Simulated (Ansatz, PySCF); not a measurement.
Gas-phase reaction (SMILES): [F][Al]([F])[F] + N (NH3) -> [NH2][Al]([F])[F] + F (HF); ammonia cleaves one Al-F bond, a model of a ligand-exchange step.

Structures are relaxed separately at B3LYP-D3(BJ)/def2-TZVP in Ansatz (an electronic-structure program), one conformer each, not searched for the lowest. Correlated levels leave the core frozen unless marked. No spin-orbit coupling. Non-relativistic. Basis-set limits of correlation are two-point, X^-3; Hartree-Fock from the larger set. Thermal terms are rigid-rotor harmonic-oscillator values from B3LYP-D3(BJ) frequencies (Ansatz or PySCF) at 298.15 K and 1 atm. 1 Eh = 627.5095 kcal/mol.

```tsv
species	E, CCSD(T)/CBS(cc-pV(T+d)Z,cc-pV(Q+d)Z) (Ansatz) (Eh)	E, PBE/def2-TZVPD (Ansatz) (Eh)	H - E (Eh)
[F][Al]([F])[F]	-541.61942	-541.91562	0.01309
N (NH3)	-56.50369	-56.51037	0.03799
[NH2][Al]([F])[F]	-497.70069	-498.00151	0.03710
F (HF)	-100.39146	-100.39521	0.01259
```

Work out ΔE and ΔH at 298.15 K at the first level, then ΔH at the second.


1. ΔE = [(-497.70069) + (-100.39146)] - [(-541.61942) + (-56.50369)] = 0.03096 Eh = 19.4 kcal/mol at CCSD(T)/CBS(cc-pV(T+d)Z,cc-pV(Q+d)Z).
2. The terms H - E add up to -0.00139 Eh, so ΔH = (0.03096 + (-0.00139))×627.5095 = 18.6 kcal/mol.
3. At PBE/def2-TZVPD the same steps give ΔE = 18.4 and ΔH = 17.5 kcal/mol, a shift of -1.1 from the first level.
4. These values are not checked against measurement here, since the tables used lack a sound gas-phase enthalpy of formation for at least one species.
